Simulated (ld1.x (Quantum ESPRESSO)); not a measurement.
silver (Ag), ultrasoft: configuration errors across variants

silver (Ag), ultrasoft, made with ld1.x (Quantum ESPRESSO) 7.5 (Wu–Cohen, scalar-relativistic). Core [Kr], reference 4d9 5s0 5p0 (charge +2). Waves: 5s (bound, empty): rcut 1.95, rcutus 2.10 bohr; 5s channel at 0.05 Ry: rcut 1.95, rcutus 2.10 bohr; 5p (bound, empty): rcut 2.45, rcutus 2.75 bohr; 5p channel at 3.8 Ry: rcut 2.45, rcutus 2.75 bohr; 4d (bound): rcut 1.90, rcutus 2.20 bohr; 4d channel at 1.35 Ry: rcut 1.90, rcutus 2.20 bohr. Local part: all-electron potential smoothed inside 2.10 bohr (lloc = -1). Core correction: none. Augmentation charge: PSQ, radius 1.60 bohr.

All-electron excitation energies from the reference (eV): (1) 4d10 5s1 5p0 -29.857; (2) 4d10 5s0 5p0 -22.127; (3) 4d8 5s0 5p0 36.202; (4) 4d9 5s1 5p0 -16.689; (5) 4d7 5s0 5p0 87.922; (6) 4d9 5s2 5p0 -25.808; (7) 4d10 5s0 5p1 -25.886.

3 further variants failed, have other tests or too few solved ones, and are left out.

A true bound ghost makes a file unfit for plane-wave use even where its test errors are small: the radial tests pick states by their node count and pass the ghost by.

Errors AE − PS in meV (a dash: test not solved or not reliable):

| change | (1) | (2) | (3) | (4) | (5) | (6) | (7) | bound ghosts |
| --- | --- | --- | --- | --- | --- | --- | --- | --- |
| base | +22 | -14 | -42 | +37 | -228 | +84 | +9.0 | none |
| waves 4d (bound): rcut 1.90, rcutus 2.32 bohr; 4d channel at 1.35 Ry: rcut 1.90, rcutus 2.32 bohr | +11 | -16 | -44 | +33 | -249 | +74 | +3.5 | none |
| waves 5s (bound): rcut 1.95, rcutus 2.84 bohr; 5s channel at 0.05 Ry: rcut 1.95, rcutus 2.84 bohr | +22 | -14 | -42 | +37 | -228 | +86 | +9.0 | none |
| type PAW; local potential all-electron potential smoothed inside 1.65 bohr (lloc = -1); core correction a·sin(br)/r model core, default radius (ld1.x builds one for every PAW set, though the input has nlcc=.false.); augmentation BESSEL, radius 1.80 bohr | – | – | – | – | – | – | – | s |
| wave 5p channel at 3.8 Ry: rcut 2.45, rcutus 2.75 bohr becomes 5p channel at 0.33 Ry: rcut 2.45, rcutus 2.75 bohr | +22 | -14 | -42 | +37 | -228 | +84 | +6.1 | none |

(1) Give the same row for: local potential all-electron potential smoothed inside 1.58 bohr (lloc = -1).

Answers

(1) +39, -8.8, -44, +41, -236, +95, +20; bound ghosts: s.
